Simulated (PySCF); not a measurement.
This PySCF input asks for the NMR shieldings of `C=C([SiH2]N)N(C)CC(F)F`, C₅H₁₂F₂N₂Si; the geometry comes from GFN2-xTB.

```python
import basis_set_exchange as bse
import numpy as np
from pyscf import gto, dft
from pyscf.prop import nmr

atoms = """
C    -1.155148   -1.925917   -0.221905
C    -0.781658   -0.725113    0.233800
Si   -2.058783    0.677974    0.212118
N    -1.656363    1.674907   -1.144253
N     0.456617   -0.499847    0.829489
C     1.379619   -1.607919    0.947690
C     1.076851    0.783946    0.661135
C     1.658670    1.000545   -0.742448
F     2.820462    0.318697   -0.915417
F     1.967079    2.306677   -0.933550
H    -0.518404   -2.792881   -0.249727
H    -2.155895   -2.075617   -0.585653
H    -1.975487    1.565344    1.375638
H    -3.391870    0.062182    0.169940
H    -1.585633    1.232438   -2.048067
H    -2.149152    2.548156   -1.248716
H     1.758767   -1.958773   -0.019205
H     2.226786   -1.297094    1.557149
H     0.876930   -2.434281    1.449003
H     0.346451    1.578392    0.818959
H     1.887071    0.895600    1.388969
H     0.962679    0.691969   -1.535800
"""
names = dict.fromkeys(["C", "Si", "N", "F", "H"], "pcSseg-1")
basis = {el: gto.basis.parse(bse.get_basis(n, elements=[el], fmt="nwchem")) for el, n in names.items()}
mol = gto.M(atom=atoms, basis=basis, charge=0, verbose=0)
mf = dft.RKS(mol, xc="PBE0")
mf.grids.level = 2
mf.grids.alignment = dft.numint.BLKSIZE   # the property module wants whole blocks of grid points
mf.conv_tol = 1e-9
mf.kernel()

calc = nmr.RKS(mf)   # GIAO
C = mf.mo_coeff
Co = C[:, mf.mo_occ > 0]
resp = mf.gen_response(singlet=True, hermi=2)
def vind(x):   # induced exchange potential for any number of trial vectors
    d = np.einsum("pi,xij,qj->xpq", C, 2 * x.reshape(-1, C.shape[1], Co.shape[1]), Co, optimize=True)
    return np.einsum("xpq,pi,qj->xij", resp(d - d.transpose(0, 2, 1)), C, Co, optimize=True).ravel()
mo1, _ = nmr.rhf.solve_mo1(calc, with_cphf=vind)
sigma = calc.kernel(mo1)
for i, s in enumerate(sigma):   # ppm
    print("%2d %-2s %9.2f" % (i, mol.atom_pure_symbol(i), np.trace(s) / 3))
```

**Question.** What does it print?

**Answer.** 
```
 0 C      81.92
 1 C      29.57
 2 Si    382.73
 3 N     254.69
 4 N     181.62
 5 C     146.56
 6 C     124.93
 7 C      63.76
 8 F     305.58
 9 F     311.31
10 H      27.08
11 H      27.18
12 H      26.46
13 H      26.64
14 H      31.75
15 H      31.64
16 H      28.93
17 H      29.03
18 H      28.82
19 H      27.36
20 H      28.52
21 H      25.61
```

These numbers come from an equivalent density-fitted implementation of the same equations, which agrees with the script to about 0.01 ppm for H and up to a few tenths of a ppm for heavy atoms, so last digits may differ.

Size and cost of the density-fitted run: 237 basis functions, 2.6 min wall time on 1 thread of an Intel Xeon, shared host; peak memory 1.1 GiB.
